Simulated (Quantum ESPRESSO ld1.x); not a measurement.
Results of a calculation; reference values are marked as such.
Species: S. Configuration: [He] 2s2 2p4 3s2 3p6 (not the ground configuration). Code: ld1.x of Quantum ESPRESSO 7.5. Model: scalar-relativistic Kohn-Sham, LDA (Slater exchange, Perdew-Zunger correlation), spin-polarised, spherical densities, point nucleus; open shells are filled with parallel spins first.

Unscreened Slater integrals over Kohn-Sham orbitals (hartree). They are taken over the spin-up orbitals. Empty in this configuration: 4s.

F0(4s,4s): 0.11957
F0(4s,3p): 0.16540
G1(4s,3p): 0.0073743
F0(4s,3s): 0.16644
G0(4s,3s): 0.0045153
F0(4s,2p): 0.17257
G1(4s,2p): 0.0019465
F0(3p,3p): 0.53245
F2(3p,3p): 0.26204
F0(3p,3s): 0.56458
G1(3p,3s): 0.36984
F0(3p,2p): 0.73572
F2(3p,2p): 0.12930
G0(3p,2p): 0.049757
G2(3p,2p): 0.051065
F0(3s,3s): 0.60240
F0(3s,2p): 0.80675
G1(3s,2p): 0.061295
F0(2p,2p): 2.2157
F2(2p,2p): 1.0372

Derived for the open shells (J is the average intra-shell exchange parameter used in DFT+U). 2p: J = F2/5 = 0.2074 hartree; in LS coupling 1D lies 6 F2/25 = 0.2489 hartree above 3P.
